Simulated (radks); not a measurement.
Results of a calculation; reference values are marked as such.
All-electron atom: Ge in [Ar] 3d10 4s2 4p2. Level of theory: Dirac Kohn-Sham, Slater X-alpha with alpha = 0.728, spin-unpolarised, spherical densities, point nucleus; open shells fill j = l - 1/2 first (a radial shooting solver on a logarithmic mesh with Libxc functionals). Some entries of the table are withheld. Estimate them.

| orbital | occ. | eigenvalue (eV) | <r^2> (bohr^2) | r(max) (bohr) |
|---|---|---|---|---|
| 1s1/2 | 2 | -10959.21 | 0.002976 | 0.03075 |
| 2s1/2 | 2 | -1373.190 | 0.05200 | 0.1762 |
| 2p1/2 | 2 | (1) | 0.04027 | 0.1390 |
| 2p3/2 | 4 | (2) | 0.04176 | 0.1419 |
| 3s1/2 | 2 | -168.1473 | 0.4495 | 0.5421 |
| 3p1/2 | 2 | -118.6343 | 0.4806 | 0.5363 |
| 3p3/2 | 4 | -114.3151 | 0.4970 | 0.5448 |
| 3d3/2 | 4 | -29.9193 | (3) | 0.4984 |
| 3d5/2 | 6 | -29.3238 | (4) | 0.5013 |
| 4s1/2 | 2 | -11.2937 | 5.131 | 1.726 |
| 4p1/2 | 2 | -3.5308 | 9.870 | 2.166 |
| 4p3/2 | 0 | -3.3387 | 10.32 | 2.210 |

Answer. 
(1) 2p1/2 eigenvalue (eV): -1223.761
(2) 2p3/2 eigenvalue (eV): -1191.787
(3) 3d3/2 <r^2> (bohr^2): 0.6818
(4) 3d5/2 <r^2> (bohr^2): 0.6921
